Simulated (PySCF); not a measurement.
## C6H5O: g tensor and hyperfine couplings

Compound: C6H5O (doublet state).
Atom-mapped SMILES: `[CH:1]#[C:2][C:3]1=[CH:4][O:5][CH:6][CH2:7]1` (hydrogens: H8 on C1; H9 on C4; H10 on C6; H11, H12 on C7)

Structure used (GFN2-xTB), in Å, numbered top down from 1:
```xyz
12
C6H5O angstrom
C      2.7470    0.8778   -0.2098
C      1.6511    0.3907   -0.1044
C      0.3596   -0.1215    0.0163
C     -0.0200   -1.4230    0.0738
O     -1.3511   -1.5719    0.1900
C     -1.9120   -0.3437    0.2135
C     -0.8881    0.7274    0.1044
H      3.7109    1.2789   -0.3033
H      0.5709   -2.3181    0.0405
H     -2.9734   -0.2731    0.3080
H     -1.0205    1.3683   -0.7813
H     -0.8732    1.4076    0.9703
```

Theory: UKS B3LYP, pcH-1 on C H O, non-relativistic, mean-field spin-orbit, GIAO (PySCF 2.14.0). Geometry: GFN2-xTB; no solvent, vibrations or thermal averaging. A GFN2-xTB geometry isn't a minimum of the functional, and hyperfine couplings can be far from their values at a DFT geometry. The SCF solution wasn't tested for stability.

```json
{"g1, g2, g3": "2.00211, 2.00286, 2.00381", "g_iso": "2.00293", "Form of g": "rhombic: the two nearest values differ by 44 % of g3 − g1", "⟨S²⟩": "0.7574 (exact 0.7500)", "HOMO–LUMO gap, α and β orbitals": "3.92, 4.84 eV", "Basis functions": "225"}
```

Hyperfine couplings atom by atom, in MHz; T1 to T3 are the principal values of the dipolar part:

```tsv
atom	isotope	a_iso	T1	T2	T3	Mulliken spin population
C1	13C	3.8	-3.7	-3.0	6.7	0.05
C2	13C	-8.7	-2.6	-0.2	2.8	-0.03
C3	13C	10.9	-9.5	-6.3	15.8	0.11
C4	13C	-8.9	-8.3	2.7	5.6	-0.05
O5	17O	-12.5	-42.6	20.2	22.4	0.06
C6	13C	84.8	-76.7	-74.8	151.5	0.88
C7	13C	-41.2	-1.7	0.4	1.3	-0.10
H8	1H	-3.8	-2.1	-0.4	2.5	0.00
H9	1H	0.3	-2.6	-1.7	4.4	0.00
H10	1H	-63.5	-36.1	0.1	36.0	-0.04
H11	1H	162.7	-4.5	-3.1	7.6	0.07
H12	1H	161.4	-4.5	-3.1	7.6	0.07
```

The Mulliken spin populations are largest on C6 (+0.88), C3 (+0.11), C7 (-0.10) and H11 (+0.07). No atom but C6 exceeds +0.15. The angles at C6 add up to 360.0°, so it is planar; its axial dipolar tensor and the negative coupling of its proton fit spin in a p orbital normal to that plane.

Axes: g3 points within 8° of the C6–H10 bond.

Under fast tumbling the dipolar parts average out, and these isotropic splittings remain: 2 × 1H (H11/H12, I = 1/2, 3 lines) with 5.78 mT, 1 × 1H (H10, I = 1/2, 2 lines) with 2.26 mT and 1 × 1H (H8, I = 1/2, 2 lines) with 0.14 mT.

Nuclei that the bonding pattern makes equivalent are averaged, as if the motion that swaps them (rotation, inversion, ring flip) were fast.

The 13C coupling of C6 (84.8 MHz) shows only in satellite lines or after enrichment, since that isotope makes up about 1.07 % of natural carbon.

The 17O coupling of O5 (-12.5 MHz) shows only in satellite lines or after enrichment, since that isotope makes up about 0.038 % of natural oxygen.

Examples of negative spin density at the nucleus (bohr⁻³): C7 (-0.0366), H10 (-0.0142) and C4 (-0.0079).
